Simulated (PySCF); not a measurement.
Mn²⁺ (manganese, charge +2) across methods

[Ar] 3d5, high-spin 6S determinant. Computed with PySCF 2.14 in aug-cc-pwCVTZ-DK, with the spin-free X2C one-electron Hamiltonian (Gaussian nucleus).

| method | E (hartree) | mean ε 3p α (eV) | mean ε 3p β (eV) | mean ε 3d α (eV) | Σ⟨r²⟩ (bohr²) | ⟨S²⟩ |
| --- | --- | --- | --- | --- | --- | --- |
| PBE0 | -1157.489 | -78.791 | -71.616 | -28.266 | 16.17 | 8.750 |
| wB97X-V | -1157.564 | -80.653 | -74.272 | -30.556 | 16.19 | 8.750 |
| r2SCAN | -1157.668 | -76.196 | -69.350 | -26.191 | 16.16 | 8.750 |
| LDA | -1155.241 | -73.940 | -68.940 | -26.082 | 16.36 | 8.750 |
| M06-L | -1157.646 | -76.122 | -68.956 | -25.605 | 15.89 | 8.751 |
| UHF | -1156.61661 | -92.247 | -78.574 | -34.821 | 15.86 | 8.751 |
| wB97M-V | -1157.603 | -80.984 | -74.311 | -30.638 | 16.23 | 8.751 |

Question: Estimate the same row for PBE.

Answer: E (hartree) = -1157.449; mean ε 3p α (eV) = -74.047; mean ε 3p β (eV) = -68.793; mean ε 3d α (eV) = -25.877; Σ⟨r²⟩ (bohr²) = 16.35; ⟨S²⟩ = 8.750.
